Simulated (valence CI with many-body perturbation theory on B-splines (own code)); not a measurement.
## E1 transitions of Hg47+

Method: valence CI with perturbative core correlation (CI+MBPT): five valence electrons over a frozen Dirac-Fock core [Ar] 3d10, radial functions for each j: 11 s, 11 p, 10 d, 8 f, 5 g, 2 h, with the one-electron correlation potential Σ1 (screened to all orders), the two-electron term Σ2, the three-electron term Σ3, Breit, model QED; selected single and double excitations, second order for the rest, scaled by the run's own slope (own B-spline code, finite nucleus).

No measured spectrum was set against this ion. As an estimate, large intervals hold to a few tenths of a per cent, small ones and those within an open d or f shell to about a per cent. Among the levels kept, up to 2000 cm⁻¹ of a level comes from second order outside the variational space, and about a tenth of that is noise between levels of different J, which matters for small intervals.

Lines 51 to 100 of 548 in falling wavelength, among levels below 689.81 eV, chosen from the strongest by gf and those to the six lowest levels. Wavelengths and rates use the calculated energies. Electric multipoles are in the length gauge, E1 and E2 with the static RPA response of the core. Weak lines are less certain than strong ones. Lines between different terms over intervals too small for the method are left out, as are lines whose strength nearly cancels. The highest levels of a list are the least certain.

Levels are named by their leading jj configuration (3d3/2^4 stands for four electrons in 3d with j = 3/2), which in mixed levels can hold well under half, so a name can repeat and another be missing. Letters in brackets count levels of one name in rising energy.

```csv
λ vac (Å),Upper,Lower,A (s⁻¹),log gf,Branch %
101.3,(4s 4p1/2 4p3/2^2 4d3/2) J=7/2 [c],(4s^2 4p3/2^2 4d3/2) J=7/2,1.49e+10,-0.74,0.7
101.1,(4p1/2 4p3/2^4) J=1/2,(4s 4p3/2^4) J=1/2,4.25e+10,-0.88,1.4
100.8,(4s 4p1/2^2 4p3/2 4f7/2) J=7/2 [b],(4s^2 4p1/2 4p3/2 4f7/2) J=9/2 [c],1.82e+10,-0.65,2.8
100.8,(4s 4p1/2 4p3/2^2 4d5/2) J=5/2 [g],(4s^2 4p3/2^2 4d5/2) J=5/2 [b],2.02e+10,-0.73,0.9
100.6,(4s 4p1/2 4p3/2^2 4d5/2) J=3/2 [c],(4s^2 4p3/2^2 4d5/2) J=5/2 [a],2.22e+10,-0.87,2.0
100.4,(4s 4p1/2^2 4p3/2 4f7/2) J=9/2 [b],(4s^2 4p1/2 4p3/2 4f7/2) J=11/2,2.98e+10,-0.35,3.8
100.2,(4s 4p1/2^2 4p3/2 4d5/2) J=5/2 [b],(4s^2 4p1/2 4p3/2 4d5/2) J=7/2 [b],3.71e+10,-0.48,3.1
99.40,(4s 4p1/2^2 4p3/2 4f7/2) J=7/2 [b],(4s^2 4p1/2 4d5/2^2) J=7/2,1.13e+10,-0.87,1.8
99.22,(4s 4p1/2 4p3/2^2 4d5/2) J=7/2 [b],(4s^2 4p3/2^2 4d5/2) J=7/2,1.63e+10,-0.72,2.7
99.03,(4s 4p1/2^2 4d3/2 4d5/2) J=5/2 [b],(4s^2 4p1/2 4d3/2 4d5/2) J=7/2 [a],1.90e+10,-0.77,5.3
98.76,(4s 4p1/2 4p3/2^2 4d5/2) J=3/2 [e],(4s^2 4p3/2^2 4d5/2) J=5/2 [b],2.78e+10,-0.79,1.1
98.14,(4s 4p1/2 4p3/2^2 4d5/2) J=5/2 [c],(4s^2 4p3/2^2 4d5/2) J=7/2,1.79e+10,-0.81,1.2
97.70,(4s 4p1/2^2 4p3/2^2) J=3/2,(4s^2 4p1/2 4p3/2^2) J=5/2,4.41e+10,-0.60,4.7
97.35,(4s 4p1/2^2 4p3/2 4d3/2) J=3/2 [b],(4s^2 4p1/2 4p3/2 4d3/2) J=5/2 [a],2.25e+10,-0.89,4.6
97.26,(4s 4p1/2^2 4p3/2 4f5/2) J=7/2 [b],(4s^2 4p1/2 4p3/2 4f7/2) J=9/2 [a],2.46e+10,-0.55,2.9
97.10,(4p1/2^2 4p3/2^3) J=3/2,(4s 4p1/2 4p3/2^3) J=5/2,5.47e+10,-0.51,3.5
96.56,(4s 4p1/2^2 4p3/2 4f7/2) J=9/2 [b],(4s^2 4p1/2 4p3/2 4f7/2) J=9/2 [b],9.38e+09,-0.88,1.2
96.05,(4s 4p1/2 4p3/2^3) J=3/2 [b],(4s^2 4p3/2^3) J=3/2,2.66e+10,-0.83,1.6
96.02,(4s 4p1/2^2 4p3/2 4d5/2) J=7/2 [b],(4s^2 4p1/2 4p3/2 4d5/2) J=9/2,2.92e+10,-0.49,3.0
95.33,(4s 4p1/2 4p3/2^2 4d5/2) J=7/2 [c],(4s^2 4p3/2^2 4d5/2) J=9/2,2.14e+10,-0.63,1.8
94.57,(4s 4p1/2^2 4p3/2 4d3/2) J=5/2 [b],(4s^2 4p1/2 4p3/2 4d3/2) J=7/2,4.19e+10,-0.47,3.4
94.04,(4s 4p1/2 4p3/2^2 4d5/2) J=9/2 [c],(4s^2 4p3/2^2 4d5/2) J=9/2,2.71e+10,-0.44,2.2
93.29,(4s 4p1/2 4p3/2^2 4d5/2) J=5/2 [a],(4s^2 4p3/2^2 4d3/2) J=7/2,1.52e+10,-0.92,0.7
93.28,(4s 4p1/2 4p3/2^2 4d5/2) J=7/2 [d],(4s^2 4p3/2^2 4d5/2) J=9/2,1.51e+10,-0.80,0.9
93.23,(4s 4p1/2^2 4p3/2^2) J=3/2,(4s^2 4p1/2 4p3/2^2) J=3/2,1.49e+10,-1.11,1.6
91.62,(4s 4p1/2 4p3/2^2 4d5/2) J=5/2 [b],(4s^2 4p3/2^2 4d3/2) J=7/2,1.53e+10,-0.94,0.8
91.17,(4s 4p1/2^2 4p3/2 4d5/2) J=7/2 [b],(4s^2 4p1/2 4p3/2 4d5/2) J=7/2 [a],1.30e+10,-0.89,1.3
76.75,(4s^2 4p1/2 4p3/2 4d3/2) J=3/2 [a],(4s^2 4p1/2 4p3/2^2) J=1/2,4.18e+09,-1.83,3.7
76.66,(4s^2 4p1/2 4p3/2 4d3/2) J=1/2 [a],(4s^2 4p1/2 4p3/2^2) J=1/2,3.65e+09,-2.19,23.2
73.53,(4s^2 4p1/2 4p3/2 4d3/2) J=5/2 [a],(4s^2 4p1/2 4p3/2^2) J=5/2,1.14e+10,-1.26,77.4
73.26,(4s^2 4p1/2 4p3/2 4d3/2) J=3/2 [a],(4s^2 4p1/2 4p3/2^2) J=5/2,1.27e+10,-1.39,11.2
70.92,(4s^2 4p1/2 4p3/2 4d3/2) J=7/2,(4s^2 4p1/2 4p3/2^2) J=5/2,1.30e+09,-2.11,99.9
70.71,(4s^2 4p1/2 4p3/2 4d3/2) J=3/2 [a],(4s^2 4p1/2 4p3/2^2) J=3/2,7.42e+09,-1.65,6.5
70.64,(4s^2 4p1/2 4p3/2 4d3/2) J=1/2 [a],(4s^2 4p1/2 4p3/2^2) J=3/2,8.86e+09,-1.88,56.4
70.61,(4s^2 4p1/2^2 4d3/2) J=3/2,(4s^2 4p1/2^2 4p3/2) J=3/2,2.27e+10,-1.17,100.0
70.35,(4s 4p1/2^2 4d3/2 4d5/2) J=7/2 [b],(4s 4p1/2^2 4p3/2 4d5/2) J=7/2 [a],2.48e+10,-0.83,10.5
69.47,(4s^2 4p1/2 4d3/2 4d5/2) J=9/2,(4s^2 4p1/2 4p3/2 4d5/2) J=9/2,2.15e+10,-0.81,15.3
66.95,(4s^2 4p1/2 4p3/2 4d3/2) J=3/2 [b],(4s^2 4p1/2 4p3/2^2) J=1/2,1.56e+09,-2.38,0.0
65.73,(4s 4p1/2^2 4d3/2 4d5/2) J=9/2,(4s 4p1/2^2 4p3/2 4d5/2) J=9/2,4.23e+10,-0.56,23.2
64.85,(4s^2 4p1/2 4p3/2 4d3/2) J=5/2 [b],(4s^2 4p1/2 4p3/2^2) J=5/2,3.48e+09,-1.88,0.1
64.28,(4s^2 4p1/2 4p3/2 4d3/2) J=3/2 [b],(4s^2 4p1/2 4p3/2^2) J=5/2,1.76e+09,-2.36,0.1
64.27,(4s^2 4p1/2 4d5/2^2) J=7/2,(4s^2 4p1/2 4p3/2 4d5/2) J=5/2 [b],2.36e+10,-0.93,4.9
63.82,(4s^2 4p1/2^2 4f5/2) J=5/2,(4s^2 4p1/2^2 4d5/2) J=5/2,1.04e+10,-1.42,6.3
62.98,(4s^2 4p1/2 4p3/2 4d5/2) J=3/2 [a],(4s^2 4p1/2 4p3/2^2) J=1/2,1.63e+09,-2.41,1.0
62.85,(4s^2 4p1/2 4p3/2 4d3/2) J=5/2 [b],(4s^2 4p1/2 4p3/2^2) J=3/2,1.49e+09,-2.28,0.1
62.73,(4s 4p1/2^2 4d3/2 4d5/2) J=7/2 [b],(4s 4p1/2^2 4p3/2 4d3/2) J=5/2 [b],5.27e+10,-0.60,22.4
62.72,(4s 4p1/2^2 4p3/2 4f7/2) J=7/2 [a],(4s 4p1/2^2 4p3/2 4d5/2) J=7/2 [a],3.29e+10,-0.81,12.5
62.25,(4s^2 4p1/2 4p3/2 4d5/2) J=7/2 [a],(4s^2 4p1/2 4p3/2^2) J=5/2,1.05e+09,-2.31,98.6
62.13,(4s 4p1/2^2 4p3/2 4d5/2) J=3/2 [a],(4s 4p1/2^2 4p3/2^2) J=3/2,7.50e+10,-0.76,24.0
61.98,(4s^2 4p1/2 4p3/2 4d3/2) J=1/2 [b],(4s^2 4p1/2 4p3/2^2) J=3/2,1.61e+10,-1.73,0.6
```

Question: How does gf follow from A for the line at 96.02 Å?

Answer: gf = 1.4992 × (2J+1)_upper × A / σ², with σ = 1041468 cm⁻¹ and 2J+1 = 8: gf = 0.323.
